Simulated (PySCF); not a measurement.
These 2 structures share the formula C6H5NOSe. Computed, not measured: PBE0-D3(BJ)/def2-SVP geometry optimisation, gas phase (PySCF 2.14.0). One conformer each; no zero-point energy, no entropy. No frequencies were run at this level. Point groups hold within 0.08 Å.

Problem. Order them by energy at this level, lowest first, and give relative energies in kcal/mol.
A. `[CH:1]#[C:2][c:3]1[cH:4][c:5]([O:6][CH3:7])[n:8][se:9]1` with C4–C5–O6–C7 180°
B. `[C-:1]#[N+:2][c:3]1[cH:4][cH:5][c:6]([Se:7][CH3:8])[o:9]1` with C5–C6–Se7–C8 0°

Solution. B (0.0), A (9.4).

```csv
SMILES,E (Eh),E rel (kcal/mol),dipole (D),point group,"A, B, C (MHz)"
[C-]#[N+]c1ccc([Se]C)o1,-2761.84935,0.0,5.56,Cs,"3683, 587.9, 508.6"
C#Cc1cc(OC)n[se]1,-2761.83432,9.4,0.65,Cs,"2272, 813.5, 601.3"
```

Problem. As an exercise, what shares would exp(−E/RT) give at 2000 K from these electronic energies alone (no entropy, no degeneracies)?

Solution. RT = 3.974 kcal/mol: [C-]#[N+]c1ccc([Se]C)o1 91.5 %, C#Cc1cc(OC)n[se]1 8.5 %.
